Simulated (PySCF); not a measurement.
# Constants of BeP, step by step

State: ⁴Σ⁻, quartet, unpaired electrons σ ↑, π ↑↑. De refers to Be + P. ROHF-based CCSD(T) in PySCF 2.14 with Be cc-pVTZ, P cc-pV(T+d)Z and Be cc-pVQZ, P cc-pV(Q+d)Z (frozen core orbitals: 6; no relativity). Correlation energies are extrapolated as n⁻³ (n = 3, 4), Hartree–Fock as (n+1)·exp(−9√n). CV is the change on freezing 1 orbitals instead, in Be cc-pCVTZ, P cc-pwCVTZ. SR is the spin-free X2C energy in Be cc-pVTZ-DK, P cc-pVTZ-DK less the non-relativistic one in Be cc-pVTZ, P cc-pVTZ.

```
            Level  Re (Å)  ωe (cm⁻¹)  ωexe (cm⁻¹)  αe (cm⁻¹)  De (eV)
       CCSD(T)/TZ  2.0807      604.1         5.78    0.00645    1.037
       CCSD(T)/QZ  2.0718      611.7         5.59    0.00637    1.138
           HF/CBS  2.0627      649.8         3.68    0.00506    0.927
          MP2/CBS  2.0574      644.2         4.33    0.00550    1.407
         CCSD/CBS  2.0625      625.1         5.25    0.00613    1.104
      CCSD(T)/CBS  2.0670      616.7         5.48    0.00631    1.203
   CCSD(T)/CBS+CV  2.0604      620.0         5.49    0.00635    1.219
CCSD(T)/CBS+CV+SR  2.0610      618.1         5.50    0.00637    1.212
```

How much is left between CCSD(T)/QZ and the basis-set limit, and how much do the triples give at the limit?

CCSD(T)/CBS less CCSD(T)/QZ: -4.8 mÅ in Re, +5.0 cm⁻¹ in ωe and +0.065 eV in De. CCSD(T)/CBS less CCSD/CBS: +4.5 mÅ in Re, -8.4 cm⁻¹ in ωe and +0.099 eV in De.

What do the later terms add?

CV: -6.6 mÅ in Re, +3.3 cm⁻¹ in ωe and +0.016 eV in De; SR: +0.6 mÅ in Re, -1.9 cm⁻¹ in ωe and -0.007 eV in De, each against the row above.

The T1 diagnostic is 0.027. The state was picked by a PBE0 search and need not be the measured ground state. Spin–orbit coupling, excitations beyond (T) and corrections to the Born–Oppenheimer picture are left out.

The whole job (state search and all basis sets along the bond) took about 15 min on 4 threads of Arm Neoverse V1 (shared host), peak memory 9.2 GiB.
